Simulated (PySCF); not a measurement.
## `C=C/C=C\[C@@](F)(Cl)CO`, C₆H₈ClFO

Cartesian coordinates in Å; atom numbers follow the order of the lines, from 1:
```xyz
17

C     3.321    0.067    0.867
C     2.056   -0.126    0.505
C     1.007    0.811    0.833
C    -0.291    0.689    0.539
C    -0.923   -0.435   -0.207
F    -0.206   -0.816   -1.308
Cl   -0.997   -1.903    0.876
C    -2.357   -0.125   -0.653
O    -3.181    0.213    0.419
H     4.095   -0.642    0.628
H     3.625    0.943    1.416
H     1.782   -1.014   -0.046
H     1.322    1.689    1.383
H    -1.003    1.429    0.873
H    -2.331    0.744   -1.318
H    -2.743   -0.987   -1.214
H    -3.184   -0.524    1.046
```

The calculation used PySCF 2.14.0, quadratic response CAM-B3LYP/def2-SVPD first hyperpolarisability, Taylor convention, gas phase. Geometry: GFN2-xTB.

Give the tensor of the second harmonic β(−2ω;ω,ω) at 1907 nm in the axes of these coordinates.

In au, Taylor convention; rows are the first index (the induced dipole):
```
      xx     yy     zz     xy    xz    yz
x  +80.3  +51.9   +0.5  +38.8  +2.4  +7.7
y  +37.5  +47.2   +9.0  +49.9  +7.6  +2.9
z   +2.3   +3.2  -20.4   +7.8  +0.5  +8.9
```
Norm of βᵢ = ⅓ Σⱼ (βᵢⱼⱼ + βⱼᵢⱼ + βⱼⱼᵢ): 162.6 au, hyper-Rayleigh value 64.0 au.
